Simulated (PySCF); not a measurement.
Choosing a molecule for a target property.

Species are written as SMILES; each is one conformer at its optimised geometry, gas phase, non-relativistic unless stated; the electronic structure was computed with PySCF and density fitting.

Dipoles, sizes and rotational constants follow the conformer. The torsions of the flexible species, by atom-mapped SMILES:
- `[CH3:1][CH2:2][O:3][CH:4]=[O:5]`: C1–C2–O3–C4 -85°, C2–O3–C4–O5 -1°
- `[CH2:1]=[C:2]([O:3][CH3:4])[S:5]([CH3:6])(=[O:7])=[O:8]`: C1–C2–O3–C4 6°, C1–C2–S5–C6 135°
- `[CH:1]#[C:2][C:3]#[C:4][CH2:5][CH2:6][CH:7]=[CH2:8]`: C4–C5–C6–C7 -179°, C5–C6–C7–C8 -118°
- `[CH2:1]=[C:2]([O:3]/[CH:4]=[CH:5]\[F:6])[C:7]([F:8])([F:9])[F:10]`: C1–C2–O3–C4 32°, C2–O3–C4–C5 29°, C1–C2–C7–F8 -125°
- `[CH2:1]=[C:2]([F:3])[N:4]([CH3:5])[C:6]([CH3:7])=[O:8]`: C1–C2–N4–C5 31°, C2–N4–C6–C7 5°

Question: Wanted: electronic spatial extent ⟨r²⟩ about the centre of nuclear charge above 1300 bohr² (PBE0/def2-SVPD) and dipole moment below 2.4 D (PBE0/def2-SVPD), at GFN2-xTB geometries. Which candidate meets both?
A. `C#CCC#CC(F)F`
B. `C1COCO1`
C. `C=CCCC#CC#C`
D. `C=C(OC)S(C)(=O)=O`
E. `CCOC=O`

Answer: C. Computed values:
| species | electronic spatial extent ⟨r²⟩ about the centre of nuclear charge | dipole moment |
| --- | --- | --- |
| C1COCO1 | 333 bohr² | 1.54 D |
| CCOC=O | 425 bohr² | 2.13 D |
| C=C(OC)S(C)(=O)=O | 1135 bohr² | 5.49 D |
| C#CCC#CC(F)F | 1445 bohr² | 2.61 D |
| C=CCCC#CC#C | 1797 bohr² | 1.17 D |

Question: Wanted: lowest singlet excitation above 7 eV (TDDFT PBE0/def2-SVPD) and lowest triplet excitation (Tamm–Dancoff) above 5.3 eV (TDA PBE0/def2-SVPD), at GFN2-xTB geometries. Which candidate meets both?
A. `CCOC=O`
B. `C#CCC#CC(F)F`
C. `C=C(OC)S(C)(=O)=O`
D. `C=C(O/C=C\F)C(F)(F)F`
E. `C1COCO1`
F. `C#CC#CCCC=C`

Answer: E. Computed values:
| species | lowest singlet excitation | lowest triplet excitation (Tamm–Dancoff) |
| --- | --- | --- |
| C#CC#CCCC=C | 4.77 eV | 3.81 eV |
| C=C(O/C=C\F)C(F)(F)F | 5.64 eV | 3.98 eV |
| CCOC=O | 5.98 eV | 5.38 eV |
| C#CCC#CC(F)F | 6.35 eV | 5.18 eV |
| C=C(OC)S(C)(=O)=O | 6.50 eV | 4.22 eV |
| C1COCO1 | 7.17 eV | 6.97 eV |

Question: Wanted: HOMO energy above -7.4 eV (PBE0/def2-SVPD) and smallest rotational constant below 1.2 GHz (GFN2-xTB), at GFN2-xTB geometries. Which candidate meets both?
A. `C=C(OC)S(C)(=O)=O`
B. `O=COCC`
C. `C#CC#CCCC=C`
D. `C=C(F)N(C)C(C)=O`
E. `C#CCC#CC(F)F`

Answer: C. Computed values:
```csv
species,HOMO energy,smallest rotational constant
O=COCC,-8.36 eV,3.200 GHz
C#CCC#CC(F)F,-8.23 eV,0.739 GHz
C=C(OC)S(C)(=O)=O,-7.67 eV,1.147 GHz
C#CC#CCCC=C,-7.15 eV,0.601 GHz
C=C(F)N(C)C(C)=O,-7.05 eV,1.246 GHz
```

Question: Wanted: HOMO–LUMO gap above 8.3 eV (PBE0/def2-SVPD) and static isotropic polarisability below 75 au (PBE0/def2-SVPD), at GFN2-xTB geometries. Which candidate meets both?
A. `C=C(OC)S(C)(=O)=O`
B. `C(F)(F)(C(O/C=C\F)=C)F`
C. `C#CCC#CC(F)F`
D. `CCOC=O`

Answer: D. Computed values:
```
               species  HOMO–LUMO gap  static isotropic polarisability
C(F)(F)(C(O/C=C\F)=C)F        6.59 eV                          67.2 au
     C=C(OC)S(C)(=O)=O        7.18 eV                          80.6 au
          C#CCC#CC(F)F        8.15 eV                          69.9 au
                CCOC=O        8.39 eV                          44.8 au
```
